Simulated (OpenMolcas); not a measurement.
V IV.

| Item | Value |
| --- | --- |
| Program | OpenMolcas 26.06 |
| Method | CASSCF |
| Basis | ANO-RCC-VTZP [6s5p3d2f1g] |
| Scalar Hamiltonian | DKH2, point nucleus |
| Active space | 2 electrons in 5 orbitals (3d) |
| State averaging | 2S+1 = 3 even, 10 roots; 2S+1 = 1 even, 15 roots kept (CI in the orbitals of an earlier block) |
| Spin-orbit coupling | RASSI with atomic mean-field integrals over the reference wave functions, term energies averaged over their components |

Levels without dynamic correlation, in cm-1 above 3d2 3F2:

```json
{"Level": "3d2 1G4", "E": "21563"}
{"Level": "3d2 1D2", "E": "13946"}
{"Level": "3d2 3P0", "E": "16475"}
{"Level": "3d2 1S0", "E": "52706"}
```

On this reference, SS-CASPT2, IPEA 0.25 Eh, imaginary shift 0.1 Eh (closed shells correlated: 3s 3p) puts 3d2 1G4 at 19090 cm-1.

Question: Estimate the other levels at that method by one scale factor, and say how well it serves.

Answer: The factor is 19090 / 21563 = 0.885. Scaled values beside those that SS-CASPT2 gives and measured ones (Sugar and Corliss, J. Phys. Chem. Ref. Data 7, 1191 (1978)):
```
  Level  Scaled  SS-CASPT2  Miss (%)  Measured
3d2 1D2   12342      10920     +13.0     10959
3d2 3P0   14580      13870      +5.1          
3d2 1S0   46645      43340      +7.6     42462
```
For these levels the scaled values miss SS-CASPT2 by up to 13.0 %, as correlation changes each term by its own factor, spin-orbit parts do not scale and CASPT2 has its own spread within terms. This holds within one configuration; levels of others move differently, and the target method has errors of its own against measurement.

CASPT2 breaks the degeneracy within a term, and the mean is taken; among the terms shown or strongly mixed into the levels shown the widest spread is 620 cm-1 (3d2 1G, SS-CASPT2). Terms from blocks run as CI alone lack orbitals of their own. Without dynamic correlation excited terms often stand tens of per cent too high (terms of higher spin than the ground term too low), and those without a measured partner can miss by more than the paired ones (holds for CASSCF). Computed and measured levels are paired by configuration, term and J; levels that our copy of the source lacks, or whose pairing is in doubt (as where it misses far off the trend of its configuration), stay unpaired and out of the deviations. Levels of configurations outside the active space are missing.
